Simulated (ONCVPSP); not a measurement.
tungsten, ONCV: configuration errors across variants

```json
{"Element": "W (Z = 74)", "Generator": "ONCVPSP 4.0.1", "Type": "optimised norm-conserving Vanderbilt (ONCV)", "Functional": "PBEsol", "Relativity": "non-relativistic", "Frozen core": "[Kr] 4d10", "Valence charge": "28", "Reference configuration": "4f14 5s2 5p6 5d4 6s2", "Partial waves": "5s+6s: rc 2.25 bohr, ncon 4, nbas 8, qcut 5.5 1/bohr, 2 projectors; 5p: rc 1.25 bohr, ncon 4, nbas 7, qcut 7.4 1/bohr, 2 projectors, debl 2.6 Ha; 5d: rc 2.20 bohr, ncon 4, nbas 8, qcut 6.6 1/bohr, 2 projectors, debl 1.9 Ha; 4f: rc 0.65 bohr, ncon 4, nbas 8, qcut 29 1/bohr, 3 projectors, debl 1.2 Ha", "Local potential": "polynomial inside 0.50 bohr (lpopt 5, dvloc0 1 Ha)", "Core correction": "Teter function, fcfact 4, rcfact 1.5"}
```

In the f channel the program set the typed energies aside and used -1.542, 0.250, 1.450 Ha.

All-electron excitation energies from the reference (eV): (1) 4f14 5s2 5p6 5d4 6s1 7.694; (2) 4f14 5s2 5p6 5d4 6s0 21.570; (3) 4f14 5s2 5p6 5d3 6s0 47.734; (4) 4f14 5s2 5p5 5d4 6s2 46.570.

A true bound ghost makes a file unfit for plane-wave use even where its test errors are small: the radial tests pick states by their node count and pass the ghost by.

Errors AE − PS in meV (a dash: test not solved or not reliable):

```json
{"change": "base", "(1)": "-0.9", "(2)": "-5.6", "(3)": "-2.3", "(4)": "-4.8", "bound ghosts": "s, p, d", "GHOST(+) flags above zero": "none"}
{"change": "s: rc 1.64", "(1)": "-0.5", "(2)": "-2.9", "(3)": "-0.9", "(4)": "-6.1", "bound ghosts": "s, p, d", "GHOST(+) flags above zero": "none"}
{"change": "s: rc 1.8", "(1)": "-0.6", "(2)": "-3.8", "(3)": "-1.4", "(4)": "-5.0", "bound ghosts": "s, p, d", "GHOST(+) flags above zero": "none"}
{"change": "s: rc 2", "(1)": "-0.8", "(2)": "-4.7", "(3)": "-1.9", "(4)": "-4.5", "bound ghosts": "s, p, d", "GHOST(+) flags above zero": "none"}
{"change": "s: rc 2.36", "(1)": "-0.9", "(2)": "-5.9", "(3)": "-2.4", "(4)": "-5.1", "bound ghosts": "s, p, d", "GHOST(+) flags above zero": "none"}
{"change": "s: rc 2.8", "(1)": "-1.1", "(2)": "-7.1", "(3)": "-4.7", "(4)": "-5.0", "bound ghosts": "s, p, d", "GHOST(+) flags above zero": "none"}
{"change": "s: rc 2.96", "(1)": "-1.2", "(2)": "-7.7", "(3)": "-6.9", "(4)": "-3.8", "bound ghosts": "s, p, d", "GHOST(+) flags above zero": "none"}
{"change": "s: rc 3.24", "(1)": "-1.3", "(2)": "-9.1", "(3)": "-14", "(4)": "+0.5", "bound ghosts": "s, p, d", "GHOST(+) flags above zero": "none"}
```

Give the same row for: s: rc 2.54.

-1.0, -6.3, -2.7, -5.4; bound ghosts: s, p, d; GHOST(+) flags above zero: none.
